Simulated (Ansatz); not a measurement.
The same redistribution along the group B, Al, Ga.

Calculated with Ansatz (gas phase, PBE0-D4/def2-TZVP geometries, no zero-point term in ΔE). CCSD(T)/CBS is the MP2 limit (def2-TZVPP, def2-QZVPP) plus CCSD(T) − MP2 in def2-TZVPP, frozen cores. This one scheme is used for every species. DFT in def2-TZVPP. def2 core potentials past Kr. For Ga, Ta outer-core shells are correlated without core-valence functions, which leaves a few kJ/mol of doubt a bond. Scalar relativity is left out up to krypton. One conformer a species, not always the lowest.

```tsv
reaction	ωB97X-V (kJ/mol)
`NB(N)F` + `[NH2][Ta]([NH2])(=[O])[OH]` → `NB(N)O` + `[NH2][Ta]([NH2])(=[O])[F]`	-8
`[NH2][Al]([NH2])[F]` + `[NH2][Ta]([NH2])(=[O])[OH]` → `[NH2][Al]([NH2])[OH]` + `[NH2][Ta]([NH2])(=[O])[F]`	13
`[NH2][Ga]([NH2])[F]` + `[NH2][Ta]([NH2])(=[O])[OH]` → `[NH2][Ga]([NH2])[OH]` + `[NH2][Ta]([NH2])(=[O])[F]`	-4
```

(1) Give the CCSD(T)/CBS values in the same order. (An estimate is asked.)

Largest T1 diagnostic: 0.020, for `[NH2][Ta]([NH2])(=[O])[F]`.

Results:

(1) Computed: -5, 18, -5 kJ/mol.
